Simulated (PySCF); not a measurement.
## Spinor energies of Se⁺ (selenium, charge +1)

Start: [Ar] 3d10 4s1 4p4; 4s1/2 filled at m_j = +1/2; 4p1/2 filled at m_j = +1/2; 4p3/2 filled at m_j = -1/2, +1/2, +3/2. Calculated with PySCF 2.14 in x2c-TZVPall-2c with one added diffuse shell each of s, p, d type (7s8p5d1f, 63 functions): generalised Hartree-Fock with the X2C-1e Hamiltonian and a Gaussian nucleus; one run each with spin-orbit coupling (SO) switched off, then screened by Boettger's factors. This is a chosen level, not necessarily the ground level.

| spinor shell | electrons | ε, spin-free (eV) | ε, screened SO (eV) | weight of nominal j (screened SO) | rms radius, screened SO (bohr) |
| --- | --- | --- | --- | --- | --- |
| 1s1/2 | 2 | -12749.7 | -12749.3 | 1.000 | 0.0508 |
| 2s1/2 | 2 | -1708.5 | -1708.3 | 1.000 | 0.212 |
| 2p1/2 | 2 | -1499.2 | -1527.8 | 1.000 | 0.187 |
| 3s1/2 | 2 | -262.67 | -262.60 | 1.000 | 0.613 |
| 3p1/2 | 2 | -195.05 | -199.35 | 0.996 | 0.628 |
| 3p3/2 | 4 | -195.05 | -192.89 | 0.998 | 0.639 |
| 3d3/2 | 4 | -82.715 | -83.298 | 0.937 | 0.695 |
| 3d5/2 | 6 | -82.715 | -82.221 | 0.958 | 0.694 |
| 4s1/2 | 1 | -38.016 | -37.963 | 1.000 | 1.87 |
| 4p3/2 | 3 | -20.991 | -22.396 | 0.642 | 2.21 |
| 4p1/2 | 1 | -20.991 | -16.827 | 0.635 | 2.43 |

**Question.** Where does 2p3/2 lie, and what is the 2p spin-orbit splitting (screened SO)?

**Answer.** At -1485.3 eV, 42.449 eV above 2p1/2.

| quantity | spin-free | screened SO |
| --- | --- | --- |
| E (hartree) | -2427.28983 | -2427.41024 |
| M_J | 5/2 | 5/2 |
| ⟨J²⟩ | 8.770 | 8.770 |
| ⟨L²⟩ | 2.004 | 2.015 |
| ⟨S²⟩ | 3.766 | 3.759 |

Each row is a mean over spinors that exchange with the open shell spreads, by up to 1.243 eV (3s1/2).

Rows whose weight is well below 1 are mixtures of j = l ± 1/2: exchange outweighs spin-orbit coupling there, and the label is only the starting occupation.

Without spin-orbit coupling the j labels of p, d and f shells carry no meaning; the spin-free column gives the mean over the occupied spinors of each nl shell.
